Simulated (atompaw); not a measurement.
**Reading a pseudo-wave (Zn (Z = 30))**

Columns: radius, all-electron u(r) and pseudo u(r) of the 3d shell (level -10.14 eV) of zinc in the configuration [Ar] 3d10 4s2 4p0; PBE, scalar-relativistic, PAW (atompaw) scheme, atompaw 4.2.0.5.

```csv
r (bohr),all-electron,pseudo
0.115,0.1643,0.0093
0.231,0.5472,0.0694
0.346,0.8469,0.2028
0.462,1.0004,0.3959
0.577,1.0358,0.5982
0.692,1.0017,0.7560
0.808,0.9330,0.8337
0.923,0.8519,0.8278
1.038,0.7691,0.7675
1.154,0.6893,0.6894
1.269,0.6163,0.6163
1.385,0.5496,0.5496
1.500,0.4905,0.4905
1.615,0.4377,0.4377
1.731,0.3904,0.3904
1.846,0.3488,0.3488
1.962,0.3116,0.3116
2.077,0.2789,0.2789
2.192,0.2498,0.2498
2.308,0.2236,0.2236
2.423,0.2005,0.2005
2.538,0.1799,0.1799
2.654,0.1613,0.1613
2.769,0.1449,0.1449
2.885,0.1300,0.1300
3.000,0.1169,0.1169
```

Task: How many radial nodes do the two functions have?

Result: The all-electron 3d function has n − l − 1 = 0; the pseudo-wave has 0.

Task: At about which radius was the pseudo-wave matched?

Result: 1.20 bohr, where the columns begin to agree (steps of 0.12 bohr).

Task: Is the pseudo-wave norm-conserving?

Result: No, it belongs to a PAW set: the norm inside the radius is not constrained, and the difference is carried by the augmentation charge.
